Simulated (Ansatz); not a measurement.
Two isomers of CH6OSSi: A = `OC[SiH2]S`, B = `CO[SiH2]S`.

Calculated with Ansatz (gas phase, PBE0-D4/def2-TZVP geometries, no zero-point term in ΔE). CCSD(T)/CBS is the MP2 limit (def2-TZVPP, def2-QZVPP) plus CCSD(T) − MP2 in def2-TZVPP, frozen cores. This one scheme is used for every species. Functionals use def2-TZVPP. One conformer a species, not always the lowest.

A:

```xyz
10

O    -1.201    0.024    1.063
C    -0.251    0.843    0.397
Si    1.004   -0.306   -0.418
S     0.001   -1.622   -1.765
H    -1.880    0.583    1.448
H    -0.718    1.468   -0.375
H     0.272    1.512    1.097
H     1.743   -1.050    0.634
H     1.961    0.483   -1.235
H    -0.931   -1.936   -0.846
```

B:

```xyz
10

C     1.282   -0.606    0.897
O     0.710    0.081   -0.195
Si   -0.890    0.010   -0.541
S    -1.360    1.415   -2.057
H     2.311   -0.262    1.013
H     0.741   -0.406    1.829
H     1.295   -1.687    0.725
H    -1.658    0.278    0.705
H    -1.278   -1.309   -1.103
H    -1.153    2.485   -1.271
```

(1) Which is lower in electronic energy at CCSD(T)/CBS, and by how much? (Best estimate.)

(2) Give E(B) − E(A) in kJ/mol with CCSD(T)/def2-TZVPP, PBE-D4, CCSD/def2-TZVPP, CCSD(T)/def2-SVP, BLYP-D4, PBE0-D4, LDA (SPW92). (Best estimate.)

(3) Does the order hold for the free energy at 298.15 K (harmonic terms from PBE0-D4)? (Estimate.)

Largest T1 diagnostic: 0.011.

Results:

(1) Ansatz gave: B, by 106.3 kJ/mol.

(2) Computed: CCSD(T)/def2-TZVPP -107.0, PBE-D4 -95.0, CCSD/def2-TZVPP -108.8, CCSD(T)/def2-SVP -99.9, BLYP-D4 -105.0, PBE0-D4 -98.7, LDA (SPW92) -95.3. None reverses the order clearly.

(3) Ansatz gave: Yes: G(B) − G(A) = -106.8 kJ/mol, for one conformer each. Modes under 60 cm⁻¹, often nearly free rotors, make the harmonic entropy too high.

Leaving LDA and LC-ωPBE aside and taking each functional with its dispersion term where it has one, the values, not all of them listed here, spread over 19.2 kJ/mol, from BHLYP-D4 to revPBE-D4. In def2-TZVPP, CCSD(T) changes the Hartree–Fock value by +16.2 kJ/mol (the triples alone add +1.8 kJ/mol) and MP2 by +13.8 kJ/mol.
